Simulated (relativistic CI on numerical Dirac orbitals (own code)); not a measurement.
## How well does a small relativistic CI reproduce Mg2+?

Method of calculation: Dirac-Coulomb-Breit CI, KLI orbitals optimised for each configuration, QED by a radiative potential, valence Slater integrals scaled by 0.85, P86 correlation energy added to each configuration (own radial code, finite nucleus).

CI space (outside the closed core 1s2): 2s2.2p6, 2s2.2p5.3s, 2s2.2p5.3p, 2s2.2p5.3d, 2s2.2p5.4s, 2s2.2p5.4p, 2s2.2p5.4d, 2s2.2p5.4f, 2s2.2p4.3s2, 2s2.2p4.3s.3p, 2s.2p6.3s, 2s2.2p4.3p2, 2s2.2p4.3s.3d, 2s.2p6.3p. Levels of other configurations are missing.

```csv
Configuration,Term (tabulated),J,Measured (cm⁻¹),Computed,Error,Purity (%)
2s2.2p6,1S,0,0.0,0,0,100
2s2.2p5.3s,3P°,2,425640.3,422942,-2698,100
2s2.2p5.3s,3P°,1,426868.1,424137,-2731,94
2s2.2p5.3s,3P°,0,427852.1,425128,-2724,100
2s2.2p5.3s,1P°,1,431530.0,428452,-3078,94
2s2.2p5.3p,3S,1,467378.5,465580,-1799,98
2s2.2p5.3p,3D,3,474053.2,471036,-3017,100
2s2.2p5.3p,3D,2,474655.0,471579,-3076,86
2s2.2p5.3p,3D,1,475502.9,472412,-3091,87
2s2.2p5.3p,1P,1,478374.5,474775,-3600,58
2s2.2p5.3p,3P,0,479265.3,475499,-3766,100
2s2.2p5.3p,3P,1,479456.0,475739,-3717,65
2s2.2p5.3p,1S,0,496012.1,495186,-826,94
2s2.2p5.3d,3P°,0,530178.2,526461,-3717,100
2s2.2p5.3d,3P°,1,530420.6,526700,-3721,97
2s2.2p5.3d,3P°,2,530962.9,527221,-3742,91
2s2.2p5.3d,3F°,4,531563.0,527813,-3750,100
2s2.2p5.3d,3F°,3,531833.1,528148,-3685,69
2s2.2p5.3d,3F°,2,532725.7,528914,-3812,68
2s2.2p5.3d,3D°,1,534197.7,530428,-3769,76
2s2.2p5.3d,3D°,3,534923.6,531009,-3914,58
2s2.2p5.3d,1P°,1,536152.0,532676,-3476,75
2s2.2p5.4p,2[5/2],3,561798.7,558351,-3447,100
```

Measured levels from NIST levels in Kelleher and Podobedova, J. Phys. Chem. Ref. Data 37, 267 (2008); Martin and Zalubas, J. Phys. Chem. Ref. Data 9, 1 (1980); pairs were made by configuration, J and term (by order where the table uses no LS term), so strongly mixed levels may be paired wrongly.

Mean error by configuration (cm⁻¹): 2s2.2p5.3s -2808; 2s2.2p5.3p -2862; 2s2.2p5.3d -3732; 2s2.2p5.4p -3447. Over the excited levels the mean absolute error is 3235 cm⁻¹ (22 of the 33 excited levels that our extract of the source holds in range could be paired, and the others can miss by more), and the median relative error of those above 1,000 cm⁻¹ is 0.7 %.
